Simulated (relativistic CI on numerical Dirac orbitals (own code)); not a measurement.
Sensitivity of the levels of Zr²¹⁺ to α and to the nuclear radius

Calculated at this level of theory: Dirac-Coulomb-Breit CI, orbitals from a KLI potential per configuration, derivatives by finite differences, unscaled Slater integrals, QED left out (own radial code, finite nucleus).

Configurations in the expansion (outside the closed core [Ne]): 3s2 3p6 3d, 3s2 3p5 3d2, 3s 3p6 3d2, 3s2 3p6 4s, 3s2 3p6 4p, 3p6 3d3, 3p5 3d4. Double excitations out of closed p, d and f shells are left out; levels of such configurations are missing from the list, as are those of other unlisted configurations, and high levels can miss mixing partners.

With x = (α/α₀)² − 1 an excitation energy changes as ω = ω₀ + qx; K = 2q/ω₀ is the relative enhancement. Terms are leading LS components, so labels can repeat. The field-shift factor is F = δν/δ⟨r²⟩ for the transition from the lowest level.

Lowest level 3s2 3p6 3d 2D_3/2.

```tsv
Level	ω₀ (cm⁻¹)	q (cm⁻¹)	K	F (GHz/fm²)
3s2 3p6 3d 2D_5/2	28170	28030	1.99	0.149
3s2 3p5 3d2 4D°_1/2	840409	25850	0.0615	1.28
3s2 3p5 3d2 4D°_3/2	847905	29090	0.0686	1.31
3s2 3p5 3d2 4D°_5/2	862677	40790	0.0946	1.38
3s2 3p5 3d2 4D°_7/2	882302	51970	0.118	1.43
3s2 3p5 3d2 2F°_5/2	897911	23370	0.0521	1.39
3s2 3p5 3d2 4G°_7/2	899664	32390	0.072	1.3
3s2 3p5 3d2 4G°_9/2	899748	41300	0.0918	1.49
3s2 3p5 3d2 4G°_11/2	906795	55170	0.122	1.6
3s2 3p5 3d2 4P°_5/2	919015	48280	0.105	1.46
3s2 3p5 3d2 2D°_3/2	922275	37170	0.0806	1.4
3s2 3p5 3d2 4P°_3/2	929122	44980	0.0968	1.28
3s2 3p5 3d2 2G°_7/2	943057	40250	0.0854	1.49
```

At this charge energies of transitions that change n are usually good to better than 1 %, and those within a shell (Δn = 0) to a few per cent.
